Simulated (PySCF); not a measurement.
From one molecule to another.

First species: C₅H₉FOSi.
SMILES: `FCOC1=CC[SiH2]C1`

Second species: C₃H₈FNSi.
SMILES: `N[SiH2]C(=C)CF`

Levels: PBE0/def2-SVPD for HOMO energy, LUMO energy, HOMO–LUMO gap and static isotropic polarisability; TDDFT PBE0/def2-SVPD for lowest singlet excitation; TDA PBE0/def2-SVPD for lowest triplet excitation (Tamm–Dancoff). Geometries: GFN2-xTB. Each structure is a single optimised conformer of the isolated species, non-relativistic unless stated; the electronic structure was computed with PySCF and density fitting.

Dipoles, sizes and rotational constants follow the conformer. The torsions of the flexible species, by atom-mapped SMILES:
- `[CH2:1]=[C:2]([CH2:3][F:4])[SiH2:5][NH2:6]`: C1–C2–C3–F4 -147°, C1–C2–Si5–N6 -6°, H–N6–Si5–C2 55°, H–N6–Si5–C2 -169°

The conformers of `FCOC1=CC[SiH2]C1` aren't listed.

Values for the first species:

```
HOMO energy                              : -6.61 eV
LUMO energy                              : 0.40 eV
HOMO–LUMO gap                            : 7.01 eV
Lowest singlet excitation                : 5.92 eV
Lowest triplet excitation (Tamm–Dancoff) : 4.24 eV
Static isotropic polarisability          : 88.7 au
```

(1) Estimate the same properties for the second species, and the change in each.

Answers

(1) 
```json
{"property": "HOMO energy", "first": "-6.61 eV", "second": "-7.46 eV", "second less first": "-0.85 eV"}
{"property": "LUMO energy", "first": "0.40 eV", "second": "-0.45 eV", "second less first": "-0.85 eV"}
{"property": "HOMO–LUMO gap", "first": "7.01 eV", "second": "7.01 eV", "second less first": "0.00 eV"}
{"property": "lowest singlet excitation", "first": "5.92 eV", "second": "5.86 eV", "second less first": "-0.06 eV"}
{"property": "lowest triplet excitation (Tamm–Dancoff)", "first": "4.24 eV", "second": "4.19 eV", "second less first": "-0.05 eV"}
{"property": "static isotropic polarisability", "first": "88.7 au", "second": "71.7 au", "second less first": "-17.0 au"}
```

On the first: The principal polarisabilities are 69.0, 88.7 and 108.4 au; their mean is the isotropic value. The polarisability is 13.14 Å³ as a volume (1 au = 0.148185 Å³), or 1.27 au for each of the 70 electrons.

On the second: The polarisability is 10.62 Å³ as a volume (1 au = 0.148185 Å³), or 1.28 au for each of the 56 electrons. The vertical singlet–triplet gap S1 − T1 is 1.67 eV (TDDFT singlet less Tamm–Dancoff triplet; S1: HOMO→LUMO, weight 0.98; T1: HOMO−1→LUMO, weight 0.93).
